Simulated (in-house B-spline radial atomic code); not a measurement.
Successive ionisation energies of terbium; each step leads to the configuration of the next row (after the last: [Ne] 3s2 3p2). NIST's values go from ground level to ground level; the uncertainty of those that are theory runs from under 0.1 % in few-electron ions to several per cent in heavy many-electron ones. Computed with an all-electron radial atomic-structure program (B-spline basis): non-relativistic Hartree-Fock, average of the configuration, point nuclei.

This level leaves out relativity, spin-orbit splitting included, which matters for heavy ions.

| ion | configuration | ionisation energy (eV) | tabulated value (eV) | tabulated kind | computed minus tabulated (eV) | highest orbital | largest mean radius (bohr) |
| --- | --- | --- | --- | --- | --- | --- | --- |
| Tb42+ | [Ar] 3d5 | 3316.1 | 3300 | tabulated theory | 16 | 3d | 0.24244 |
| Tb43+ | [Ar] 3d4 | 3430.4 | 3458 | tabulated theory | -28 | 3d | 0.24104 |
| Tb44+ | [Ar] 3d3 | 3546.3 | 3573 | tabulated theory | -27 | 3d | 0.23965 |
| Tb45+ | [Ar] 3d2 | ? | ? | tabulated theory | ? | ? | ? |
| Tb46+ | [Ar] 3d1 | 3782.5 | 3814 | tabulated theory | -32 | 3d | 0.23691 |
| Tb47+ | [Ne] 3s2 3p6 | ? | ? | tabulated theory | ? | ? | ? |
| Tb48+ | [Ne] 3s2 3p5 | 4201.3 | 4242 | tabulated theory | -41 | 3p | 0.23455 |
| Tb49+ | [Ne] 3s2 3p4 | 4305.5 | 4355 | tabulated theory | -49 | 3p | 0.23355 |
| Tb50+ | [Ne] 3s2 3p3 | 4410.5 | 4460 | tabulated theory | -49 | 3p | 0.23256 |

(1) Fill in the row of Tb45+.

(2) Fill in the row of Tb47+.

Results:

(1) ionisation energy (eV): 3663.6; tabulated value (eV): 3698; computed minus tabulated (eV): -34; highest orbital: 3d; largest mean radius (bohr): 0.23827.

(2) ionisation energy (eV): 4098.1; tabulated value (eV): 4139; computed minus tabulated (eV): -41; highest orbital: 3p; largest mean radius (bohr): 0.23555.
